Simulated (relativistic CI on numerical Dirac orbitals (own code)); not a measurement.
## How well does a small relativistic CI reproduce Si6+?

Computed by Dirac-Coulomb-Breit CI, KLI orbitals optimised for each configuration, QED by a radiative potential, valence Slater integrals scaled by 0.9, P86 correlation estimate, and configurations built on the next ion tied to the tabulated ionisation energy (semi-empirical) (own radial code, finite nucleus).

Configuration list (outside the closed core 1s2): 2s2.2p4, 2s2.2p3.3s, 2s2.2p3.3p, 2s2.2p3.3d, 2s2.2p3.4s, 2s.2p5, 2p6, 2p5.3s, 2p5.3p, 2s.2p4.3s, 2p5.3d, 2s.2p4.3p, 2s2.2p3.4p, 2s2.2p3.4d, 2s2.2p3.4f, 2s.2p4.3d, 2s2.2p2.3s2, 2s2.2p2.3s.3p, 2s2.2p2.3p2, 2s2.2p2.3s.3d, 2s.2p4.4s, 2s.2p4.4p, 2s2.2p2.3p.3d, 2s.2p4.4d. Levels of other configurations are missing.

```
Configuration  Term (tabulated)  J  Measured (cm⁻¹)  Computed   Error  Purity (%)
      2s2.2p4                3P  2              0.0         0       0          99
      2s2.2p4                3P  1           4030.0      4012     -18         100
      2s2.2p4                3P  0           5565.0      5523     -42          99
      2s2.2p4                1D  2          46569.8     44625   -1945         100
      2s2.2p4                1S  0          99341.0     91887   -7454          97
       2s.2p5               3P°  2         363170.0    374518   11348         100
       2s.2p5               3P°  1         366786.0    378112   11326         100
       2s.2p5               3P°  0         368761.0    380073   11312         100
       2s.2p5               1P°  1         505650.0    512541    6891          99
          2p6              1S †  0         849057.0    877128   28071          96
   2s2.2p3.3s               3S°  1        1172470.0   1173703    1233          99
   2s2.2p3.3s               1D°  2        1235890.0   1233803   -2087          98
   2s2.2p3.3s             3P° †  0        1261530.0   1254249   -7281          97
   2s2.2p3.3s             3P° †  1        1261610.0   1254452   -7158          97
   2s2.2p3.3s               3P°  2        1262040.0   1254993   -7047          94
   2s2.2p3.3s               1P°  1        1272720.0   1265226   -7494          96
   2s2.2p3.3d               3D°  3        1367560.0   1371927    4367          99
   2s2.2p3.3d               3F°  2        1426050.0   1415899  -10151          98
   2s2.2p3.3d               3D°  3        1428020.0   1428373     353          99
   2s2.2p3.3d               3D°  2        1428090.0   1428264     174          97
   2s2.2p3.3d               1P°  1        1429240.0   1429353     113          70
   2s2.2p3.3d               3P°  2        1435460.0   1435128    -332          90
   2s2.2p3.3d               1D°  2        1436330.0   1434775   -1555          89
   2s2.2p3.3d               3P°  1        1436750.0   1436482    -268          95
   2s2.2p3.3d               3S°  1        1441230.0   1439298   -1932          95
   2s2.2p3.3d               1F°  3        1447440.0   1447953     513          92
   2s2.2p3.3d               3P°  0        1460290.0   1454500   -5790          97
   2s2.2p3.3d               3P°  1        1460860.0   1455113   -5747          94
   2s2.2p3.3d               3P°  2        1461860.0   1456096   -5764          96
   2s2.2p3.3d               3D°  2        1466490.0   1461460   -5030          84
   2s2.2p3.3d               3D°  3        1467390.0   1462028   -5362          92
   2s2.2p3.3d               1D°  2        1470050.0   1466185   -3865          84
   2s2.2p3.3d               1F°  3        1473670.0   1469480   -4190          96
   2s2.2p3.4s               3D°  3        1631160.0   1628695   -2465          97
   2s2.2p3.4s               1D°  2        1635390.0   1632874   -2516          99
   2s2.2p3.4d               3D°  3        1643740.0   1646747    3007          98
    2s.2p4.3s                3S  1        1663240.0   1663211     -29          78
   2s2.2p3.4s               1P°  1        1672010.0   1675663    3653          86
   2s2.2p3.4d               3S°  1        1712680.0   1710323   -2357          99
   2s2.2p3.4d               1F°  3        1714180.0   1716963    2783          95
   2s2.2p3.4d               1F°  3        1747770.0   1754427    6657          98
```

Measured levels from NIST levels in Kelleher and Podobedova, J. Phys. Chem. Ref. Data 37, 1285 (2008); Martin and Zalubas, J. Phys. Chem. Ref. Data 12, 323 (1983); pairs were made by configuration, J and term (by order where the table uses no LS term), so strongly mixed levels may be paired wrongly.

Mean error by configuration (cm⁻¹): 2s2.2p4 -2365; 2s.2p5 10219; 2s2.2p3.3s -3849; 2s2.2p3.3d -2616; 2s2.2p3.4s -443; 2s2.2p3.4d 2522; 2s.2p4.3s -29. Over the excited levels the mean absolute error is 3978 cm⁻¹ (40 of the 42 excited levels that our extract of the source holds in range could be paired, and the others can miss by more), and the median relative error of those above 1,000 cm⁻¹ is 0.28 %. † marks terms whose computed intervals miss the measured ones by more than a factor of 2.5, or configurations far off the rest, from wrong mixing, a near crossing or a doubtful label or measurement; they are left out of the means.
